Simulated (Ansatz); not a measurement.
Born–Oppenheimer molecular dynamics of a periodic cell of 18 atoms, H$_{12}$CO$_{5}$ (contents 4 H2O + 1 CH3OH, density as packed 0.92 g/cm³ with natural masses). It starts from a partly relaxed structure (largest force component 0.23 eV/Å).

All numbers below come from DFT PBE-D3(BJ), scalar-relativistic, plane waves, PAW in Ansatz. Settings: accuracy low, cutoff 420 eV, k mesh 1x1x1, fermi-dirac smearing 0.02 eV, no spin polarisation.

| Property | Result |
| --- | --- |
| ensemble | NVT, Langevin thermostat |
| time step | 0.5 fs |
| steps asked | 300 |
| set temperature | 1500 K |
| friction | 0.02 /fs |
| masses | H 2.014 u |
| seed | 453418 |

Frames 5 fs apart, positions in Å.

Velocities at 90.0 fs (Å/ps):

```
O 1.88 2.59 7.29
H 4.14 42.94 19.76
H 4.95 24.54 2.42
O 6.85 5.30 2.65
H 9.94 21.68 -35.57
H -18.52 42.52 52.98
O -3.84 2.17 -8.70
H -10.88 -49.06 46.57
H 20.00 46.87 1.45
O -2.72 6.29 9.25
H -34.32 41.99 -24.76
H -21.64 18.70 4.45
C 5.18 7.54 -0.70
O 4.22 -4.40 2.41
H 8.82 -7.06 6.33
H 13.01 -45.34 -38.29
H -22.81 9.08 19.93
H 8.17 36.07 -20.22
```

```xyz
18
Lattice="5.7185 0.0000 0.0000 0.0000 5.7185 0.0000 0.0000 0.0000 5.7185" Properties=species:S:1:pos:R:3 time_fs=90.0 energy_less_start_eV=2.776 T=1427
O 1.437 5.732 4.277
H 2.183 6.259 4.607
H 0.616 6.329 4.214
O 4.996 3.142 3.216
H 5.551 3.373 2.321
H 4.066 3.374 2.807
O 3.355 2.730 5.306
H 3.780 3.178 4.471
H 4.003 2.143 5.780
O 1.963 2.356 2.089
H 2.218 2.205 1.094
H 1.238 1.730 2.319
C 6.195 5.623 1.014
O 4.972 5.491 0.251
H 6.638 4.615 0.876
H 4.829 5.716 -0.692
H 6.713 6.481 0.837
H 5.775 5.740 2.037
18
Lattice="5.7185 0.0000 0.0000 0.0000 5.7185 0.0000 0.0000 0.0000 5.7185" Properties=species:S:1:pos:R:3 time_fs=95.0 energy_less_start_eV=2.777 T=1359
O 1.456 5.758 4.306
H 2.190 6.416 4.697
H 0.761 6.438 4.225
O 5.024 3.172 3.198
H 5.507 3.408 2.351
H 4.093 3.521 3.047
O 3.323 2.720 5.278
H 3.846 2.957 4.588
H 4.115 2.391 5.724
O 1.948 2.390 2.116
H 1.999 2.356 1.101
H 1.226 1.820 2.309
C 6.189 5.632 0.997
O 4.968 5.492 0.238
H 6.691 4.665 0.911
H 4.967 5.487 -0.796
H 6.721 6.610 0.812
H 5.824 5.942 1.951
18
Lattice="5.7185 0.0000 0.0000 0.0000 5.7185 0.0000 0.0000 0.0000 5.7185" Properties=species:S:1:pos:R:3 time_fs=100.0 energy_less_start_eV=3.396 T=976
O 1.494 5.824 4.342
H 2.077 6.454 4.697
H 0.880 6.574 4.279
O 5.055 3.172 3.154
H 5.483 3.383 2.355
H 4.205 3.536 3.174
O 3.277 2.682 5.298
H 3.942 2.895 4.385
H 4.171 2.580 5.762
O 1.948 2.449 2.123
H 1.845 2.449 1.204
H 1.240 1.788 2.317
C 6.146 5.628 0.968
O 4.931 5.484 0.219
H 6.801 4.822 0.987
H 5.220 5.300 -0.710
H 6.794 6.613 0.711
H 5.806 6.035 1.984
18
Lattice="5.7185 0.0000 0.0000 0.0000 5.7185 0.0000 0.0000 0.0000 5.7185" Properties=species:S:1:pos:R:3 time_fs=105.0 energy_less_start_eV=2.670 T=1289
O 1.508 5.899 4.327
H 2.278 6.502 4.725
H 0.883 6.675 4.245
O 5.100 3.152 3.167
H 5.527 3.408 2.262
H 4.206 3.688 3.164
O 3.282 2.666 5.266
H 3.660 2.740 4.491
H 4.066 2.659 5.858
O 1.939 2.519 2.137
H 1.725 2.558 1.101
H 1.344 1.740 2.465
C 6.128 5.691 0.994
O 4.925 5.459 0.172
H 6.941 4.873 1.058
H 5.403 5.172 -0.621
H 6.743 6.414 0.596
H 5.823 5.963 1.984
18
Lattice="5.7185 0.0000 0.0000 0.0000 5.7185 0.0000 0.0000 0.0000 5.7185" Properties=species:S:1:pos:R:3 time_fs=110.0 energy_less_start_eV=2.730 T=1502
O 1.550 6.001 4.286
H 2.373 6.362 4.604
H 0.821 6.633 4.211
O 5.111 3.177 3.171
H 5.475 3.396 2.351
H 4.386 3.778 3.142
O 3.265 2.676 5.281
H 3.539 2.543 4.218
H 3.909 2.704 5.962
O 1.899 2.579 2.148
H 1.608 2.691 1.240
H 1.639 1.791 2.628
C 6.138 5.729 1.029
O 4.955 5.416 0.145
H 6.923 4.879 1.134
H 5.528 5.111 -0.617
H 6.790 6.424 0.420
H 5.782 5.856 2.029
18
Lattice="5.7185 0.0000 0.0000 0.0000 5.7185 0.0000 0.0000 0.0000 5.7185" Properties=species:S:1:pos:R:3 time_fs=115.0 energy_less_start_eV=3.285 T=1228
O 1.578 6.088 4.232
H 2.461 6.354 4.520
H 0.802 6.665 4.162
O 5.104 3.215 3.187
H 5.562 3.401 2.306
H 4.436 3.940 3.189
O 3.215 2.687 5.282
H 3.538 2.442 4.222
H 3.848 2.770 6.025
O 1.869 2.666 2.197
H 1.502 2.832 1.331
H 1.865 1.750 2.680
C 6.182 5.720 1.052
O 5.017 5.367 0.158
H 6.792 4.912 1.143
H 5.524 5.052 -0.620
H 6.759 6.511 0.377
H 5.726 5.943 2.130
18
Lattice="5.7185 0.0000 0.0000 0.0000 5.7185 0.0000 0.0000 0.0000 5.7185" Properties=species:S:1:pos:R:3 time_fs=120.0 energy_less_start_eV=2.403 T=1340
O 1.603 6.145 4.180
H 2.548 6.492 4.471
H 0.879 6.807 4.136
O 5.103 3.255 3.186
H 5.632 3.406 2.337
H 4.520 4.042 3.302
O 3.167 2.666 5.255
H 3.632 2.451 4.580
H 3.849 2.836 5.929
O 1.866 2.730 2.278
H 1.473 2.778 1.374
H 1.980 1.810 2.475
C 6.201 5.741 1.069
O 5.071 5.312 0.191
H 6.823 4.808 1.167
H 5.496 4.981 -0.617
H 6.598 6.518 0.550
H 5.786 6.114 2.012
18
Lattice="5.7185 0.0000 0.0000 0.0000 5.7185 0.0000 0.0000 0.0000 5.7185" Properties=species:S:1:pos:R:3 time_fs=125.0 energy_less_start_eV=2.768 T=1330
O 1.675 6.196 4.113
H 2.401 6.640 4.433
H 1.094 6.998 4.133
O 5.083 3.304 3.202
H 5.734 3.425 2.546
H 4.612 4.101 3.335
O 3.084 2.656 5.282
H 3.943 2.436 4.518
H 3.853 2.939 5.868
O 1.904 2.808 2.341
H 1.514 2.638 1.483
H 2.066 1.797 2.345
C 6.206 5.718 1.067
O 5.109 5.253 0.209
H 6.848 4.832 1.157
H 5.531 4.856 -0.616
H 6.612 6.647 0.629
H 5.919 6.201 2.003
18
Lattice="5.7185 0.0000 0.0000 0.0000 5.7185 0.0000 0.0000 0.0000 5.7185" Properties=species:S:1:pos:R:3 time_fs=130.0 energy_less_start_eV=2.405 T=1548
O 1.715 6.243 4.037
H 2.525 6.800 4.421
H 1.228 7.053 4.132
O 5.062 3.342 3.244
H 5.976 3.485 2.669
H 4.624 4.271 3.303
O 3.066 2.645 5.253
H 3.865 2.441 4.564
H 3.699 3.053 5.849
O 1.956 2.846 2.362
H 1.541 2.643 1.452
H 2.171 1.865 2.333
C 6.202 5.699 1.032
O 5.136 5.175 0.211
H 6.956 4.920 1.151
H 5.635 4.770 -0.492
H 6.695 6.720 0.656
H 5.874 6.074 2.062
18
Lattice="5.7185 0.0000 0.0000 0.0000 5.7185 0.0000 0.0000 0.0000 5.7185" Properties=species:S:1:pos:R:3 time_fs=135.0 energy_less_start_eV=2.236 T=1682
O 1.760 6.312 3.958
H 2.679 6.780 4.316
H 1.183 7.119 4.132
O 5.053 3.413 3.261
H 5.966 3.556 2.941
H 4.771 4.330 3.228
O 3.097 2.634 5.211
H 3.667 2.445 4.589
H 3.463 3.214 5.908
O 1.985 2.834 2.349
H 1.699 2.808 1.449
H 2.315 1.940 2.512
C 6.208 5.720 1.004
O 5.178 5.100 0.195
H 7.176 5.047 1.065
H 5.781 4.666 -0.441
H 6.687 6.538 0.677
H 5.832 5.766 1.980
18
Lattice="5.7185 0.0000 0.0000 0.0000 5.7185 0.0000 0.0000 0.0000 5.7185" Properties=species:S:1:pos:R:3 time_fs=140.0 energy_less_start_eV=2.873 T=1206
O 1.799 6.412 3.897
H 2.591 6.632 4.205
H 1.152 7.099 4.136
O 5.052 3.485 3.267
H 5.996 3.540 3.131
H 4.846 4.420 3.133
O 3.083 2.650 5.242
H 3.806 2.424 4.440
H 3.229 3.370 5.919
O 2.031 2.846 2.323
H 1.800 2.954 1.372
H 2.405 1.992 2.663
C 6.227 5.679 0.993
O 5.229 5.028 0.174
H 7.188 5.238 0.935
H 5.845 4.542 -0.410
H 6.693 6.661 0.623
H 5.705 5.527 1.944
18
Lattice="5.7185 0.0000 0.0000 0.0000 5.7185 0.0000 0.0000 0.0000 5.7185" Properties=species:S:1:pos:R:3 time_fs=145.0 energy_less_start_eV=2.586 T=1337
O 1.810 6.475 3.825
H 2.714 6.636 4.284
H 1.130 7.048 4.186
O 5.058 3.550 3.267
H 6.165 3.429 3.299
H 4.837 4.447 3.010
O 3.101 2.673 5.253
H 3.811 2.629 4.628
H 3.142 3.487 5.781
O 2.061 2.885 2.317
H 1.931 2.949 1.346
H 2.485 2.045 2.630
C 6.225 5.627 0.992
O 5.307 4.962 0.137
H 7.237 5.210 0.863
H 5.834 4.444 -0.456
H 6.508 6.878 0.610
H 5.648 5.520 2.008
```

Of the whole run (150 fs, mean temperature of the second half 1400 K): A run of 0.15 ps of so small a system gives no equilibrium averages. Limits of this set-up: coarse k mesh, low accuracy level.

Run time: 3.9 min on 1 thread of Arm Neoverse V1, on a shared host, peak memory 0.32 GiB.
